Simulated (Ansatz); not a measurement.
Basis sets compared for Ga10P11H28⁺, a nanocrystal cut from wurtzite GaP (hydrogen-capped). The state is a singlet with charge 1. Geometry PBE-D4/def2-SVP. Ansatz on 4 threads of AMD EPYC 7R13 on a shared host and a share (37 GiB) of an NVIDIA H100 80GB HBM3; times are rough, and most runs start from earlier orbitals.

```xyz
49

P    -0.175    1.516   -4.281
Ga    1.016   -0.452   -3.319
P     3.493    1.767   -0.348
Ga    4.769    0.040    0.914
P     0.068    3.546   -1.243
Ga   -1.505    3.015   -2.983
Ga    1.143    1.728   -0.056
P     0.406   -0.276   -1.003
P     2.822   -1.091    1.819
Ga    1.471   -2.122    0.143
P    -2.930    1.428   -1.871
Ga   -1.905   -0.426   -0.696
P    -2.556   -2.508   -1.619
P    -0.328   -3.319    1.156
Ga   -1.690   -4.528   -0.448
P     0.502    1.858    2.193
Ga    1.725    0.218    3.461
Ga   -1.916    2.047    2.229
P    -2.446   -0.227    1.574
P    -0.059   -1.186    4.269
Ga   -1.651   -2.170    2.751
H     0.712    2.372   -5.006
H    -1.027    1.143   -5.367
H     2.534   -0.069   -3.487
H     0.265   -1.676   -3.963
H     3.701    1.708   -1.761
H     3.944    3.100   -0.098
H     5.420   -0.853   -0.202
H     5.466    0.875    2.048
H     1.057    4.387   -1.841
H    -0.515    4.474   -0.328
H    -2.224    4.232   -3.653
H     3.375   -2.189    2.555
H     2.299   -2.990   -0.877
H    -3.831    0.934   -2.866
H    -3.855    2.113   -1.027
H    -2.183   -2.446   -2.997
H    -3.978   -2.500   -1.757
H     0.313   -4.355    1.910
H    -0.758   -5.219   -1.507
H    -2.968   -5.097    0.269
H     1.009    3.123    2.632
H     2.596    0.842    4.607
H    -2.273    2.933    0.951
H    -2.425    2.335    3.686
H    -3.874   -0.330    1.607
H     0.519   -2.235    5.048
H    -0.763   -0.500    5.308
H    -2.791   -2.969    3.474
```

The 6-31G sets use Cartesian d functions. B3LYP takes the VWN-RPA correlation. Single mean-field runs in 6-31G, def2-SVP, def2-TZVP are fitted with def2-universal-jkfit.

```csv
level,functions,energy (Eh),HOMO (eV),LUMO (eV),wall time
PBE-D4/def2-SVP,658,-23012.3526,-8.53,-4.79,3.9 s
B3LYP-D4/6-31G,489,-23017.5476,-9.32,-4.02,4.4 s
B3LYP-D4/def2-SVP,658,-23017.8078,-9.31,-4.17,5.5 s
PBE0-D4/def2-SVP (with forces),658,-23013.1325,-9.54,-4.09,8.6 s
```

Task: Estimate the rows for PBE-D4/def2-TZVP, PBE0-D4/def2-TZVP.

Result: 
| level | functions | energy (Eh) | HOMO (eV) | LUMO (eV) | wall time |
| --- | --- | --- | --- | --- | --- |
| PBE-D4/def2-TZVP | 1055 | -23016.1092 | -8.55 | -4.98 | 6.5 s |
| PBE0-D4/def2-TZVP | 1055 | -23016.8614 | -9.52 | -4.25 | 9.6 s |
